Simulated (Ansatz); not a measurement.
Relaxation of the cluster MgSe2 with RKS PBE-D4/def2-TZVP.

```sh
$ ansatz run in.yaml --threads 4 --pin off --events-out ev --progress --plain --max-ram 3916MiB
```

```yaml
crystal:
  periodic: [false, false, false]
  atoms:
    - {symbol: Mg, position_ang: [0.030030, 0.888690, 0.919960]}
    - {symbol: Se, position_ang: [0.141460, 0.478270, -1.357310]}
    - {symbol: Se, position_ang: [-0.171490, -1.366960, 0.437360]}
basis:
  gaussian: {orbitals: def2-TZVP}
hamiltonian: {xc: pbe, dispersion: d4}
scf: {lower_state_search: "off"}
output: {orbitals: {seedname: orbitals}}
relax: {f_tol: 0.02, max_steps: 100}
```

Hardware: 4 threads of Arm Neoverse V2 on a shared host. Wall time 2.4 s.

Positions (Å) and forces (eV/Å) at steps 1, 2, 3 of 3:

```xyz
3
step=1 energy=-136121.8552 eV
Mg    0.030    0.889    0.920    0.028    0.795    0.812
Se    0.141    0.478   -1.357    0.020   -0.198   -0.592
Se   -0.171   -1.367    0.437   -0.047   -0.597   -0.220
3
step=2 energy=-136121.8982 eV
Mg    0.031    0.920    0.952    0.006    0.164    0.167
Se    0.140    0.458   -1.369    0.007   -0.026   -0.136
Se   -0.171   -1.378    0.417   -0.012   -0.138   -0.031
3
step=3 energy=-136121.9003 eV
Mg    0.031    0.928    0.960    0.000    0.003    0.003
Se    0.140    0.455   -1.374   -0.001   -0.005    0.002
Se   -0.172   -1.383    0.414    0.001    0.002   -0.005
```

At PBE-D4/def2-TZVP a triplet of charge 0 lies 0.06 eV below the restricted singlet, each at its own geometry. The structure comes from a short search, and lower isomers may exist.
